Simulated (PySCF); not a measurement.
# Spin-orbit coupling and the third ionisation energy along the 4p block

Two-component X2C-1e calculated with PySCF 2.14: MP2 on generalised Hartree-Fock spinors (GMP2), with spin-orbit coupling off and on (screened by Boettger's factors); no Breit or QED terms. Values in eV; the references (NIST) lie between the lowest levels. Elements whose determinants are no pure J levels are left out.

```json
{"element": "Ga (x2c-TZVPPall-2c, [Ne] frozen)", "configurations": "[Ar] 3d10 4s1 → [Ar] 3d10", "spin-free": "30.186", "with spin-orbit": "30.186", "shift": "0.000", "reference": "30.726"}
{"element": "Ge (x2c-TZVPPall-2c, [Ne] frozen)", "configurations": "[Ar] 3d10 4s2 → [Ar] 3d10 4s1", "spin-free": "33.384", "with spin-orbit": "33.384", "shift": "0.000", "reference": "34.058"}
{"element": "As (x2c-TZVPPall-2c, [Ne] frozen)", "configurations": "[Ar] 3d10 4s2 4p1 → [Ar] 3d10 4s2", "spin-free": "27.829", "with spin-orbit": "28.077", "shift": "0.248", "reference": "28.349 ± 0.012"}
{"element": "Kr (x2c-TZVPPall-2c, [Ne] frozen)", "configurations": "[Ar] 3d10 4s2 4p4 → [Ar] 3d10 4s2 4p3", "spin-free": "35.141", "with spin-orbit": "35.388", "shift": "0.247", "reference": "35.838 ± 0.02"}
```

The largest shift is at As, 0.248 eV, where spin-orbit coupling lowers the species with more electrons by more than the one with fewer (starting occupations 4p1/2^1 and closed).

What remains against the references is mostly the basis and correlation beyond MP2.
